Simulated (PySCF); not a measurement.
**Bond curve of HgBr**

Set-up: basis Hg cc-pVDZ-PP with ECP60, Br cc-pVDZ-PP with ECP10; scalar-relativistic core potentials; PySCF 2.14. Energies in eV from Hg + Br in their ground configurations at the same level. State: ²Σ⁺ (doublet), unpaired electrons σ ↑.

All columns are PBE0. A positive dipole means Hg(−)Br(+).

```json
{"R (Å)": "2.213", "E (eV)": "-0.148", "μ (D)": "-1.35", "Mulliken charge on Hg (basis-dependent)": "0.28", "HOMO (eV)": "-6.49", "LUMO (eV)": "-3.71", "Mayer bond order": "1.13", "⟨S²⟩": "0.75"}
{"R (Å)": "2.316", "E (eV)": "-0.566", "μ (D)": "-1.75", "Mulliken charge on Hg (basis-dependent)": "0.27", "HOMO (eV)": "-6.70", "LUMO (eV)": "-3.99", "Mayer bond order": "1.06", "⟨S²⟩": "0.75"}
{"R (Å)": "2.419", "E (eV)": "-0.775", "μ (D)": "-2.13", "Mulliken charge on Hg (basis-dependent)": "0.26", "HOMO (eV)": "-6.89", "LUMO (eV)": "-4.24", "Mayer bond order": "0.99", "⟨S²⟩": "0.75"}
{"R (Å)": "2.496", "E (eV)": "-0.843", "μ (D)": "-2.37", "Mulliken charge on Hg (basis-dependent)": "0.26", "HOMO (eV)": "-7.02", "LUMO (eV)": "-4.41", "Mayer bond order": "0.95", "⟨S²⟩": "0.76"}
{"R (Å)": "2.573", "E (eV)": "-0.859", "μ (D)": "-2.58", "Mulliken charge on Hg (basis-dependent)": "0.25", "HOMO (eV)": "-7.15", "LUMO (eV)": "-4.56", "Mayer bond order": "0.90", "⟨S²⟩": "0.76"}
{"R (Å)": "2.650", "E (eV)": "-0.840", "μ (D)": "-2.75", "Mulliken charge on Hg (basis-dependent)": "0.24", "HOMO (eV)": "-7.27", "LUMO (eV)": "-4.70", "Mayer bond order": "0.86", "⟨S²⟩": "0.76"}
{"R (Å)": "2.753", "E (eV)": "-0.781", "μ (D)": "-2.91", "Mulliken charge on Hg (basis-dependent)": "0.23", "HOMO (eV)": "-7.42", "LUMO (eV)": "-4.86", "Mayer bond order": "0.79", "⟨S²⟩": "0.76"}
{"R (Å)": "2.882", "E (eV)": "-0.681", "μ (D)": "-2.99", "Mulliken charge on Hg (basis-dependent)": "0.22", "HOMO (eV)": "-7.60", "LUMO (eV)": "-5.02", "Mayer bond order": "0.70", "⟨S²⟩": "0.76"}
{"R (Å)": "3.036", "E (eV)": "-0.552", "μ (D)": "-2.95", "Mulliken charge on Hg (basis-dependent)": "0.19", "HOMO (eV)": "-7.76", "LUMO (eV)": "-5.18", "Mayer bond order": "0.60", "⟨S²⟩": "0.76"}
{"R (Å)": "3.242", "E (eV)": "-0.398", "μ (D)": "-2.70", "Mulliken charge on Hg (basis-dependent)": "0.16", "HOMO (eV)": "-7.84", "LUMO (eV)": "-5.33", "Mayer bond order": "0.46", "⟨S²⟩": "0.76"}
```

A fit through these points gives, at Re = 2.564 Å, μ = -2.56 D and dμ/dR = -2.53 D/Å; the reduced mass is 56.75 u.

Q: How strong is the fundamental in the double-harmonic approximation, I = 42.26·(dμ/dR)²/μred km/mol?

A: I = 42.26·(-2.53)²/56.75 = 4.77 km/mol at PBE0.

These are scalar-relativistic numbers at best; spin–orbit coupling would shift them, the dissociation energy most. The state was picked by a PBE0 search and need not be the measured ground state.
